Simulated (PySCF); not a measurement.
NMR data simulated for an unnamed compound:

1H NMR (500 MHz, computed): δ 7.98 (d, 2H), 7.70 (m, 1H), 7.70 (m, 2H), 5.09 (d, 2H), 2.05 (t, 1H).

13C{1H} NMR (computed): δ 140.8 (CH), 135.8 (CH), 135.2 (C), 133.3 (CH), 105.1 (CH), 86.5 (C).

Single conformer, fast rotation and ring inversion assumed for equivalent nuclei, non-relativistic Hamiltonian, isolated molecule. GIAO PBE0/pcSseg-1 shieldings; geometry from GFN2-xTB; PySCF 2.14.

δ = σ(ref) − σ, references computed at the same level: TMS for 1H (σ = 31.72 ppm) and 13C (σ = 186.93 ppm).

Problem. Which of these does the molecule contain: a tert-butyl group, a C≡C triple bond, a Si–H bond, a benzene ring, a vinyl group CH=CH2, an OH group?

Solution. 
- A tert-butyl group: no.
- A C≡C triple bond: yes (δC 105.1, 86.5; δH 2.05 (t)).
- A Si–H bond: yes (δH 5.09 (d)).
- A benzene ring: yes.
- A vinyl group CH=CH2: no.
- An OH group: no.

The data belong to `InChI=1S/C8H8Si/c1-2-9-8-6-4-3-5-7-8/h1,3-7H,9H2`; they needn't prove each group on their own.

Carbon signals by region: 5 in the sp2 and nitrile region (100–160 ppm), 1 at 50–100 ppm.

Shifts are as computed. Against solution values, carbons near 30 ppm lie about +3 ppm off and those near 130 ppm about +5 ppm. Of 1211 compounds with measured shifts, 218 miss one by over three times the rms of a fit or turn the order of signals round; such compounds aren't used in these exercises. No couplings were computed; multiplicities are counted from neighbouring protons, with m where these are inequivalent, close in shift, in a saturated or five-membered ring or joined by F or P, and br s for small geminal =CH2 splittings.
